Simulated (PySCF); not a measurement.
H5AlFNO2, singlet, CAM-B3LYP/def2-SVP optimised geometry.

```
10

Al    -0.70    -0.85     0.00
F     -1.06    -1.64     1.44
O     -1.00    -1.76    -1.43
H     -1.71    -2.40    -1.54
O     -0.85     0.86     0.00
H     -1.68     1.34    -0.02
N      1.29    -0.85     0.00
H      1.60     0.12    -0.03
H      1.63    -1.34    -0.83
H      1.68    -1.30     0.83
```

Density from CAM-B3LYP/def2-TZVP (PySCF) at that geometry.

Minimum of the electron density along straight lines between bonded atoms, close to the bond critical point (lines longer than 1.1 times the sum of covalent radii, or with two minima, are not listed):

| bond | length / Å | ρ at the minimum / e bohr⁻³ | ∇²ρ there / e bohr⁻⁵ | position (fraction from the first atom) |
|---|---|---|---|---|
| Al1–F2 | 1.680 | 0.104 | … | 0.43 |
| Al1–O3 | 1.716 | 0.105 | 0.72 | 0.43 |
| O3–H4 | 0.958 | 0.356 | -2.40 | 0.80 |
| Al1–O5 | 1.717 | 0.105 | 0.72 | 0.43 |
| O5–H6 | 0.958 | 0.357 | -2.40 | 0.80 |
| Al1–N7 | 1.995 | … | … | 0.41 |
| N7–H8 | 1.022 | 0.329 | -1.68 | 0.75 |
| N7–H9 | 1.022 | 0.329 | -1.68 | 0.75 |
| N7–H10 | 1.021 | 0.330 | -1.67 | 0.74 |

Problem. Fill in the missing entries.

Solution. 
- Al1–F2, ∇²ρ there / e bohr⁻⁵: 0.82
- Al1–N7, ρ at the minimum / e bohr⁻³: 0.061
- Al1–N7, ∇²ρ there / e bohr⁻⁵: 0.29
